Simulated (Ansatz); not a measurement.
Basis-set extrapolation for C₂H₆NSi, SMILES `C=C[N][SiH3]` radical (PBE0-D4/def2-TZVP geometry, frozen core, the Gaussian-basis code of Ansatz). Multiplicity 2, UHF reference.

|  | def2-TZVPP | def2-QZVPP |
| --- | --- | --- |
| HF | -422.644660 | -422.660073 |
| MP2 correlation | -0.606698 | -0.649635 |
| CCSD(T) correlation | -0.691080 | not run |

Energies in hartree. Use E(X) = E(∞) + A·exp(−7.88·√X) for Hartree–Fock and E(X) = E(∞) + B·X^(−2.97) for correlation, with X = 3 and 4, and add CCSD(T) minus MP2 of the smaller set to the MP2 limit.

**Question.** What is the CCSD(T) energy at the basis-set limit?

**Answer.** HF limit: -422.660073 + (-0.015413) × 0.13774 = -422.66220. MP2 limit: -0.649635 + (-0.042937) × 0.74074 = -0.68144. Higher-order term: -0.691080 − (-0.606698) = -0.08438. Total: -423.42802 hartree, 242.3 kJ/mol below CCSD(T)/def2-TZVPP.

The UHF reference is spin-contaminated (⟨S²⟩ = 0.94, T1 = 0.027).
